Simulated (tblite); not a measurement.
C2H10O2SSi2.
SMILES with atom numbers: `[CH3:1][O:2][SiH:3]([O:4][CH3:5])[S:6][SiH3:7]` (hydrogens: H8, H9, H10 on C1; H11 on Si3; H12, H13, H14 on C5; H15, H16, H17 on Si7)

Structure used (GFN2-xTB), in Å, numbered top down from 1:
```
atom  x, y, z in Å
C1    -0.0003    2.3724    0.3923
O2     0.0112    1.3353   -0.5503
Si3   -0.3888   -0.2143   -0.3845
O4    -1.9030   -0.3313    0.1560
C5    -2.5887   -1.4728    0.5936
S6     0.8705   -1.2570    1.0182
Si7    2.8237   -0.6739    0.3663
H8    -1.0256    2.6223    0.6687
H9     0.5506    2.0881    1.2923
H10    0.4761    3.2389   -0.0670
H11   -0.1650   -0.6915   -1.7329
H12   -1.9643   -2.0613    1.2679
H13   -2.8712   -2.0914   -0.2606
H14   -3.4853   -1.1407    1.1167
H15    2.9642    0.7728    0.4782
H16    3.6841   -1.3816    1.2990
H17    3.0046   -1.1019   -1.0143
```

Method: GFN2-xTB as coded in tblite; computed harmonic values from a numerical Hessian at the method's own geometry, unscaled. The method is semi-empirical: single wavenumbers can be off by several per cent or more. Modes of hydrogen on silicon can be 10 to 20 % off. One conformer, not necessarily the lowest.

Harmonic wavenumbers (cm⁻¹): 32.4, 52.3, 68.6, 80.0, 97.3, 99.3, 113.5, 119.2, 176.2, 226.3, 290.6, 360.3, 467.4, 518.6, 531.9, 572.9, 664.4, 683.4, 747.8, 753.6, 773.7, 784.6, 835.7, 1124.5, 1132.4, 1136.6, 1137.4, 1163.4, 1165.3, 1409.1, 1412.0, 1472.2, 1475.2, 1479.6, 1481.8, 2304.1, 2318.3, 2357.7, 2387.9, 2949.9, 2964.2, 2975.4, 2977.8, 2991.3, 2998.4.

A = 1908, B = 1049, C = 757.1 MHz; mass 153.994 u (most abundant isotopes); point group C1, symmetry number 1.

Problem. Zero-point energy?

Solution. Half the sum of the wavenumbers: 25932 cm⁻¹ = 74.14 kcal/mol.

Problem. Entropy at 200 K, 1 bar (ideal gas, RRHO, classical rotation)?

Solution. Translation 39.05, rotation 28.55, vibration 31.25: S = 98.9 cal/(mol K).

Problem. And Cp and H(200 K) − H(0)?

Solution. Cp = 34.17 cal/(mol K), of which vibrations give 26.22 (their classical limit is 45 R = 89.4); H(200 K) − H(0) = 4.71 kcal/mol without the zero-point energy, 3.12 from vibrations.

Problem. What must be added to the electronic energy to get the Gibbs energy at 200 K and 1 bar?

Solution. ZPE + [H(200 K) − H(0)] − T·S = 74.14 + 4.71 − 19.77 = 59.08 kcal/mol.

Problem. Blend soft modes into free rotors: weight 1/[1 + (100 cm⁻¹/ν̃)⁴] for the oscillator and the rest for a rotor with moment μB/(μ + B), μ = h/(8π²ν), B = 10⁻⁴⁴ kg m². What vibrational entropy results?

Solution. 28.14 cal/(mol K) in place of 31.25, which changes −T·S at 200 K by +0.62 kcal/mol.

Problem. Which modes carry the vibrational entropy at 200 K?

Solution. 32.4 cm⁻¹: 4.89; 52.3 cm⁻¹: 3.94; 68.6 cm⁻¹: 3.41; 80.0 cm⁻¹: 3.11; 97.3 cm⁻¹: 2.74; 99.3 cm⁻¹: 2.70 cal/(mol K); the other 39 give 10.47 together.

Problem. How do the functions run with temperature in this model?

Solution. 
```tsv
T (K)	S (cal/(mol K))	Cp (cal/(mol K))	H − H(0) (kcal/mol)	G − H(0) (kcal/mol)	ln q(vib)
50	63.5	18.5	0.62	-2.55	1.21
100	78.6	25.2	1.73	-6.13	3.59
298.15	114.1	42.5	8.48	-25.54	11.49
373.15	124.3	48.3	11.89	-34.48	13.99
500	139.6	56.6	18.56	-51.24	17.88
750	164.9	68.3	34.27	-89.41	24.69
1000	185.7	76.3	52.41	-133.32	30.64
```

q(vib) and H(0) count from the zero-point level.

Hindered rotation and anharmonicity are outside this model. Other conformers, if any are populated, would add a mixing term that is left out. The structure is chiral; the term R ln 2 for an equal mix with its mirror image is left out.
